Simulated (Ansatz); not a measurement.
Ideal-gas functions of F3Sb (`[F][Sb]([F])[F]`) at 400 K and 1 bar, from an Ansatz frequency run at PBE0-D4/def2-TZVP.

Molar mass 178.75 g/mol, point group C3v (symmetry number 3), electronic degeneracy 1, moments of inertia 111.614, 111.627, 146.365 u Å². Harmonic wavenumbers (cm⁻¹, unscaled): 198, 199, 246, 643, 643, 668.

Use S(trans) = R[1.5 ln M + 2.5 ln T − 1.1517]; rotational temperatures θ = 24.2544 K / I; S(rot) = R[ln(√π/σ · √(T³/θAθBθC)) + 1.5]; for each mode x = 1.438777 ν̃/T, S = R[x/(eˣ − 1) − ln(1 − e⁻ˣ)] and H = RT x/(eˣ − 1); 1 cm⁻¹ = 0.0119627 kJ/mol; R = 8.31446 J/(mol·K).

**Question.** By hand: the entropy, in J/(mol·K).

**Answer.** Translation 179.6. Rotation: θ = 0.2173, 0.2173, 0.1657 K, giving 103.0. Vibration, mode by mode: 11.31, 11.27, 9.60, 2.98, 2.98, 2.78, in all 40.9. Electronic 0.0. Sum 323.5 J/(mol·K).

**Question.** By hand: H − E and G − E in kJ/mol, counted from the electronic energy.

**Answer.** Zero-point energy ½ × 2597 × 0.0119627 = 15.5; thermal vibration 9.1; translation, rotation and pV give 4 RT = 13.3. H − E = 37.9 kJ/mol, and G − E = 37.9 − 400 × 323.5/1000 = -91.5 kJ/mol.

Vibration gives 13 % of the entropy.
